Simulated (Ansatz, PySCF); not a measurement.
Gas-phase reaction in SMILES: C[C]O + 3 [H][H] (H2) -> 2 C (CH4) + O (H2O)
Each molecule is optimised on its own at B3LYP-D3(BJ)/def2-TZVP (Ansatz, a quantum-chemistry and plane-wave program), one conformer each, not searched for the lowest. Unstable Hartree-Fock reference: C[C]O.

Quantity: energy of full hydrogenation (enthalpy at 298 K, with B3LYP-D3(BJ) rigid-rotor harmonic-oscillator terms from PySCF), in eV. Correlated levels leave the core frozen unless marked. No spin-orbit coupling. Non-relativistic. Basis-set limits of correlation are two-point, X^-3; Hartree-Fock from the larger set. The bracket is a focal-point correction in the basis named.

RI-MP2/CBS(aug-cc-pVTZ,aug-cc-pVQZ)+[CCSD(T)-MP2]/aug-cc-pVTZ (Ansatz) gives -4.66 eV.

Question: Another calculation gave -4.67 eV. Which level was it?
A. MN15/def2-TZVPD (PySCF)
B. PBE-QIDH/def2-TZVPD (Ansatz)
C. B2GP-PLYP/def2-TZVPD (Ansatz)
D. wB97M-V/def2-TZVPD (Ansatz)

Answer: C, B2GP-PLYP/def2-TZVPD (Ansatz). The others give -4.40 (MN15), -4.54 (wB97M-V), -4.85 (PBE-QIDH) eV.
